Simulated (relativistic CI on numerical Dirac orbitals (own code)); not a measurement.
## One change at a time: Mn9+

Base calculation: Dirac-Coulomb-Breit CI, KLI orbitals optimised for each configuration, model QED (radiative potential, 1s self-energy scaled to tabulated hydrogen-like ionisation energies), unscaled Slater integrals.

Configurations in the expansion (outside the closed core [Ne]): 3s²3p⁴, 3s3p⁵, 3p⁶, 3s²3p³3d, 3s3p⁴3d, 3p⁵3d, 3s3p³3d², 3s²3p³4s, 3s²3p³4p, 3s²3p²3d4p, 3p⁵4s, 3p⁵4p, 3s²3p³4d, 3s3p³3d4s, 3s3p⁴4s, 3s²3p³4f, 3s3p⁴4p, 3s²3p³5s, 3s²3p³5p, 3s3p⁴4d, 3p⁴3d4p, 3s²3p²4s4p, 3s²3p³5d, 3s3p⁴4f, 3s²3p³5f, 3s²3p³5g, 3s²3p³6s, 3s3p³4s², 3s²3p³6p, 3s²3p²3d², 3s²3p3d³, 3s3p²3d³, 3s²3p3d²4s, 3s²3p3d²4p, 3s²3p3d²4d, 3p⁴3d², 3p³3d³, 3p³3d²4s, 3p³3d²4p, 3p³3d²4d, 3s²3p²3d4s, 3s3p²3d²4s, 3s²3p3d4s², 3s²3p3d4s4p, 3s²3p3d4s4d, 3p⁴3d4s, 3p³3d4s², 3p³3d4s4p, 3p³3d4s4d, 3s²3p²4s², 3s3p²3d4s², 3s²3p4s²4p, 3s²3p4s²4d, 3s²3p²4p², 3s²3p3d4p², 3s3p²3d4p², 3s²3p4s4p², 3s²3p4p³, 3s²3p4p²4d. Double excitations out of closed p, d and f shells are left out; levels of such configurations are missing from the list, as are those of other unlisted configurations, and high levels can miss mixing partners. These lack a partner that the ground configuration has and come out too high: 3s²3p³4f, 3s3p⁴4p, 3s²3p³5s, 3s²3p³5p, 3s3p⁴4d.

Variants: (1) QED terms removed; (2) non-relativistic limit. Shifts of the energy above 3s²3p⁴ ³P2, in cm⁻¹, for the lowest level and the first level of each name with at least 55 % of one term (blank where a level changes its place among those of its configuration and J or its character, or is not in the variant):

| Level | Base | Δ(1) | Δ(2) |
| --- | --- | --- | --- |
| 3s²3p⁴ ³P2 | 0 | 0 | 0 |
| 3s²3p⁴ ³P1 | 9909 | -26 | -9909 |
| 3s²3p⁴ ³P0 | 11822 | -24 | -11822 |
| 3s²3p⁴ ¹D2 | 35445 | -20 | -6678 |
| 3s²3p⁴ ¹S0 | 76362 | -12 | -8525 |
| 3s3p⁵ ³P°2 | 259795 | +373 | -13009 |
| 3s3p⁵ ³P°1 | 267589 | +354 | -20804 |
| 3s3p⁵ ³P°0 | 272264 | +341 | -25479 |
| 3s3p⁵ ¹P°1 | 336718 | +255 | -16224 |
| 3s²3p³3d ⁵D°0 | 357806 | -2 | -10012 |
| 3s²3p³3d ⁵D°1 | 357938 | -3 | -10144 |
| 3s²3p³3d ⁵D°2 | 358125 | -4 | -10331 |
| 3s²3p³3d ⁵D°3 | 358405 | -5 | -10611 |
| 3s²3p³3d ⁵D°4 | 359054 | -8 | -11260 |

At this charge energies of transitions that change n are usually good to better than 1 %, and those within a shell (Δn = 0) to a few per cent.

Ionisation energy from the two ground configurations alone: base 246.972 eV. The NIST ASD value (semi-empirical) is 248.6 eV.

LS names give the leading component of a level, which can be under half, so a name can repeat, a term be missing and a line seem to break the LS rules.
